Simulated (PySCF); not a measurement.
Zn(F)(SiH3) (FH3SiZn), SMILES [F][Zn][SiH3]. Geometry: B3LYP-D3(BJ)/def2-TZVP.

Question: Give the equilibrium geometry at B3LYP-D3(BJ)/def2-TZVP (PySCF confirms it by a frequency run) as Cartesian coordinates in Å, and its point group. (The exact figures need the calculation; the answer reports its results.)

Answer: point group C3v.
```xyz
6

Zn     0.0000     0.0000    -0.4537
F      0.0000     0.0000    -2.2258
Si     0.0000     0.0000     1.8882
H      1.2040     0.6951     2.4026
H      0.0000    -1.3902     2.4026
H     -1.2040     0.6951     2.4026
```
Charge 0, spin multiplicity 1.
